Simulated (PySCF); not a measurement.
PySCF input (TPSSh/def2-TZVPD):

```python
from pyscf import gto, scf, dft

mol = gto.M(
    atom='''
    Si   -0.08497619   -0.52288476    0.02360404
    O    -0.03550231    1.04350028   -0.04212334
    H     1.47368503   -1.02761551    0.00653007
    ''',
    basis='def2-tzvpd',
    charge=-1,
    spin=0,
    verbose=4,
)

mf = dft.RKS(mol, xc='tpssh').density_fit(auxbasis='def2-universal-jkfit')
mf.grids.level = 3
mf.conv_tol = 1e-9
mf.max_cycle = 100
mf.max_memory = 1500
mf.kernel()
if not mf.converged:
    mf = mf.newton()
    mf.kernel(mf.make_rdm1())
mf.analyze()
```

End of the output:

```
Extra cycle  E= -365.393245738532  delta_E= 9.32e-12  |g|= 8.31e-06  |ddm|= 1.93e-05
converged SCF energy = -365.393245738532
**** SCF Summaries ****
Total Energy =                        -365.393245738531959
Nuclear Repulsion Energy =              43.958619618786102
One-electron Energy =                 -598.947693723896236
Two-electron Energy =                  189.595828366578189
Two-electron Coulomb Energy =          219.648590137614633
DFT Exchange-Correlation Energy =      -30.052761771036444
HOMO-LUMO gap [eV] =                     2.865058950982699
**** MO energy ****
MO #1   energy= -65.7593646795773  occ= 2
MO #2   energy= -18.785743842699   occ= 2
MO #3   energy= -4.98691423912905  occ= 2
MO #4   energy= -3.33812252302784  occ= 2
MO #5   energy= -3.33319622780586  occ= 2
MO #6   energy= -3.32989903475059  occ= 2
MO #7   energy= -0.661110238058811 occ= 2
MO #8   energy= -0.211181479705537 occ= 2
MO #9   energy= -0.104822201028973 occ= 2
MO #10  energy= -0.0713429204981427 occ= 2
MO #11  energy= -0.0619918941249065 occ= 2
MO #12  energy= 0.0218464229738586 occ= 2
MO #13  energy= 0.127135398290181  occ= 0
MO #14  energy= 0.159681805737934  occ= 0
MO #15  energy= 0.188037487942097  occ= 0
MO #16  energy= 0.215294623662027  occ= 0
MO #17  energy= 0.224310837771093  occ= 0
MO #18  energy= 0.234450717051103  occ= 0
MO #19  energy= 0.234718242836902  occ= 0
MO #20  energy= 0.245900609348082  occ= 0
MO #21  energy= 0.267656255089901  occ= 0
MO #22  energy= 0.284607613843113  occ= 0
MO #23  energy= 0.324731100126816  occ= 0
MO #24  energy= 0.339677049208876  occ= 0
MO #25  energy= 0.345734124735687  occ= 0
MO #26  energy= 0.396718282476432  occ= 0
MO #27  energy= 0.407735126945604  occ= 0
MO #28  energy= 0.431953983715093  occ= 0
MO #29  energy= 0.453587848183512  occ= 0
MO #30  energy= 0.482037341377973  occ= 0
MO #31  energy= 0.518547631639242  occ= 0
MO #32  energy= 0.520407335376726  occ= 0
MO #33  energy= 0.551079624520683  occ= 0
MO #34  energy= 0.577410506645391  occ= 0
MO #35  energy= 0.592256993182274  occ= 0
MO #36  energy= 0.64320829631628   occ= 0
MO #37  energy= 0.646031555458332  occ= 0
MO #38  energy= 0.674213792305662  occ= 0
MO #39  energy= 0.705871212729223  occ= 0
MO #40  energy= 0.710754950410369  occ= 0
MO #41  energy= 0.768328394542898  occ= 0
MO #42  energy= 0.823974423971703  occ= 0
MO #43  energy= 0.853013155319097  occ= 0
MO #44  energy= 0.937815965453141  occ= 0
MO #45  energy= 0.97577868627779   occ= 0
MO #46  energy= 1.01338180276546   occ= 0
MO #47  energy= 1.15722208542983   occ= 0
MO #48  energy= 1.23900387013717   occ= 0
MO #49  energy= 1.25633262953856   occ= 0
MO #50  energy= 1.26177300807481   occ= 0
MO #51  energy= 1.28331149198248   occ= 0
MO #52  energy= 1.28968667517555   occ= 0
MO #53  energy= 1.33782801430266   occ= 0
MO #54  energy= 1.3390425345942    occ= 0
MO #55  energy= 1.35519967978968   occ= 0
MO #56  energy= 1.37051302942306   occ= 0
MO #57  energy= 1.42713851686534   occ= 0
MO #58  energy= 1.55797789702635   occ= 0
MO #59  energy= 1.65550180456998   occ= 0
MO #60  energy= 1.68812581106793   occ= 0
MO #61  energy= 1.73483162188949   occ= 0
MO #62  energy= 1.86478871552582   occ= 0
MO #63  energy= 1.99246325222059   occ= 0
MO #64  energy= 1.99619556085206   occ= 0
MO #65  energy= 2.08764522463072   occ= 0
MO #66  energy= 2.22057523660406   occ= 0
MO #67  energy= 2.31099742993136   occ= 0
MO #68  energy= 2.31416581172717   occ= 0
MO #69  energy= 2.52979608461747   occ= 0
MO #70  energy= 2.6554664505766    occ= 0
MO #71  energy= 3.01222409750557   occ= 0
MO #72  energy= 3.06310085798523   occ= 0
MO #73  energy= 3.1216454079178    occ= 0
MO #74  energy= 3.27925118864664   occ= 0
MO #75  energy= 3.87710829817335   occ= 0
MO #76  energy= 5.44178091160052   occ= 0
MO #77  energy= 5.44516761512559   occ= 0
MO #78  energy= 5.4933997393073    occ= 0
MO #79  energy= 5.50088388630224   occ= 0
MO #80  energy= 5.56964090506528   occ= 0
MO #81  energy= 5.58934826648129   occ= 0
MO #82  energy= 5.65202272936504   occ= 0
MO #83  energy= 6.34533570747811   occ= 0
MO #84  energy= 6.44450828226314   occ= 0
MO #85  energy= 6.65613921367356   occ= 0
MO #86  energy= 6.67249178214275   occ= 0
MO #87  energy= 6.81333489301056   occ= 0
MO #88  energy= 6.8588744685483    occ= 0
MO #89  energy= 6.89676473822512   occ= 0
MO #90  energy= 7.15067853987145   occ= 0
MO #91  energy= 11.0311877877643   occ= 0
MO #92  energy= 43.8895354423082   occ= 0
 ** Mulliken pop on meta-lowdin orthogonal AOs  **
 ** Mulliken pop  **
pop of  0 Si 1s           1.99999
pop of  0 Si 2s           1.99975
pop of  0 Si 3s           1.58849
pop of  0 Si 4s           0.03968
pop of  0 Si 5s           0.00130
pop of  0 Si 6s           0.00061
pop of  0 Si 2px          1.99988
pop of  0 Si 2py          1.99989
pop of  0 Si 2pz          1.99984
pop of  0 Si 3px          0.99919
pop of  0 Si 3py          0.65491
pop of  0 Si 3pz          0.44500
pop of  0 Si 4px          0.00956
pop of  0 Si 4py          0.00846
pop of  0 Si 4pz          0.00018
pop of  0 Si 5px          0.00178
pop of  0 Si 5py          0.00179
pop of  0 Si 5pz          0.00023
pop of  0 Si 6px          0.00005
pop of  0 Si 6py          0.00024
pop of  0 Si 6pz          0.00002
pop of  0 Si 3dxy         0.03964
pop of  0 Si 3dyz         0.01503
pop of  0 Si 3dz^2        0.00867
pop of  0 Si 3dxz         0.00013
pop of  0 Si 3dx2-y2      0.00504
pop of  0 Si 4dxy         0.00513
pop of  0 Si 4dyz         0.00013
pop of  0 Si 4dz^2        0.00042
pop of  0 Si 4dxz         0.00000
pop of  0 Si 4dx2-y2      0.00291
pop of  0 Si 5dxy         0.00630
pop of  0 Si 5dyz         0.00045
pop of  0 Si 5dz^2        0.00058
pop of  0 Si 5dxz         0.00000
pop of  0 Si 5dx2-y2      0.00178
pop of  0 Si 4f-3         0.00035
pop of  0 Si 4f-2         0.00000
pop of  0 Si 4f-1         0.00007
pop of  0 Si 4f+0         0.00011
pop of  0 Si 4f+1         0.00032
pop of  0 Si 4f+2         0.00023
pop of  0 Si 4f+3         0.00027
pop of  1 O 1s            1.99997
pop of  1 O 2s            1.77084
pop of  1 O 3s            0.00847
pop of  1 O 4s            0.00480
pop of  1 O 5s            0.00392
pop of  1 O 6s            0.00145
pop of  1 O 2px           1.83042
pop of  1 O 2py           1.69881
pop of  1 O 2pz           1.53200
pop of  1 O 3px           0.01002
pop of  1 O 3py           0.00376
pop of  1 O 3pz           0.00463
pop of  1 O 4px           0.00182
pop of  1 O 4py           0.00123
pop of  1 O 4pz           0.00002
pop of  1 O 5px           0.00346
pop of  1 O 5py           0.00108
pop of  1 O 5pz           0.00021
pop of  1 O 3dxy          0.00313
pop of  1 O 3dyz          0.00269
pop of  1 O 3dz^2         0.00196
pop of  1 O 3dxz          0.00001
pop of  1 O 3dx2-y2       0.00557
pop of  1 O 4dxy          0.00043
pop of  1 O 4dyz          0.00017
pop of  1 O 4dz^2         0.00080
pop of  1 O 4dxz          0.00000
pop of  1 O 4dx2-y2       0.00097
pop of  1 O 5dxy          0.00048
pop of  1 O 5dyz          0.00032
pop of  1 O 5dz^2         0.00055
pop of  1 O 5dxz          0.00000
pop of  1 O 5dx2-y2       0.00009
pop of  1 O 4f-3          0.00029
pop of  1 O 4f-2          0.00000
pop of  1 O 4f-1          0.00014
pop of  1 O 4f+0          0.00004
pop of  1 O 4f+1          0.00000
pop of  1 O 4f+2          0.00010
pop of  1 O 4f+3          0.00023
pop of  2 H 1s            1.24631
pop of  2 H 2s            0.00268
pop of  2 H 3s            0.00366
pop of  2 H 2px           0.00161
pop of  2 H 2py           0.00176
pop of  2 H 2pz           0.00001
pop of  2 H 3px           0.00774
pop of  2 H 3py           0.00287
pop of  2 H 3pz           0.00005
 ** Mulliken atomic charges  **
charge of    0Si =      0.16155
charge of    1O =     -0.89486
charge of    2H =     -0.26669

WARN: System has nonzero charge -1; the dipole moment is origin-dependent.
Location of origin: [0. 0. 0.]

Dipole moment(X, Y, Z, Debye):  0.01056, -0.41214,  0.01672
```

It need not be the lowest isomer of its formula. Whether it binds its extra electron was not tested at this geometry.
